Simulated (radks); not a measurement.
Results of a calculation; reference values are marked as such.
Problem. Valence configurations of Cl II (all share [Ne]). Level of theory: non-relativistic Kohn-Sham, SCAN, spin-unpolarised, spherical densities, point nucleus; meta-GGA in the generalised Kohn-Sham scheme (a radial shooting solver on a logarithmic mesh with Libxc functionals). Order these by energy: 3s1.5 3p4.5; 3p6; 3s2 3p4; 3s1 3p5.

Solution. From the lowest, in eV above it: 3s2 3p4 0.000; 3s1.5 3p4.5 6.579; 3s1 3p5 13.173; 3p6 26.388. NIST lists [Ne] 3s2 3p4 as the ground configuration; this level of theory agrees among the configurations tried. The energies are those of spherical spin-averaged densities, not of single terms.
